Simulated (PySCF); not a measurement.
C2H2BF2N, SMILES FB1C=N[C@H]1F.

The structure is a stationary point at PBE0-D3(BJ)/def2-SVP. The structure was generated by enumeration; whether it is a known compound was not checked.

Computed with TDDFT-CAM-B3LYP/def2-SVPD in PySCF 2.14.0.

Vertical excitations. Isolated molecule, no solvent.

Problem. Give excitation energies, oscillator strengths and character. (An estimate is asked for; the answer gives what the named calculation found.)

Solution. 
| state | energy (eV) | λ (nm) | f | main pairs |
|---|---|---|---|---|
| S1 | 4.20 | 295 | 0.008 | HOMO→LUMO 92 % |
| S2 | 5.63 | 220 | 0.007 | HOMO−1→LUMO 90 % |
| S3 | 6.70 | 185 | 0.045 | HOMO→LUMO+1 56 %, HOMO→LUMO+2 24 %, HOMO−2→LUMO 10 % |
| S4 | 7.13 | 174 | 0.052 | HOMO−2→LUMO 69 %, HOMO→LUMO+2 11 % |
| S5 | 7.37 | 168 | 0.006 | HOMO−1→LUMO+1 70 %, HOMO−1→LUMO+2 20 % |
| S6 | 7.65 | 162 | 0.004 | HOMO−3→LUMO 47 %, HOMO→LUMO+2 32 %, HOMO→LUMO+1 11 % |
| S7 | 7.87 | 158 | 0.067 | HOMO−3→LUMO 30 %, HOMO→LUMO+2 26 %, HOMO→LUMO+1 18 %, HOMO−2→LUMO 9 % |
| S8 | 8.33 | 149 | 0.033 | HOMO→LUMO+3 74 %, HOMO−1→LUMO+2 12 % |
| S9 | 8.66 | 143 | 0.019 | HOMO−1→LUMO+2 54 %, HOMO−1→LUMO+1 15 %, HOMO→LUMO+4 10 %, HOMO→LUMO+3 9 % |
| S10 | 8.96 | 138 | 0.018 | HOMO→LUMO+4 64 % |
| T1 | 3.17 | 392 | 0 | HOMO→LUMO 93 % |
| T2 | 4.72 | 263 | 0 | HOMO−2→LUMO 51 %, HOMO−1→LUMO 32 %, HOMO−3→LUMO 8 % |
| T3 | 5.20 | 239 | 0 | HOMO−1→LUMO 54 %, HOMO−2→LUMO 30 % |
| T4 | 6.01 | 206 | 0 | HOMO→LUMO+1 65 %, HOMO→LUMO+2 19 % |
Triplets are in the Tamm–Dancoff approximation, which puts them higher than full response would, so one can lie above its singlet here.
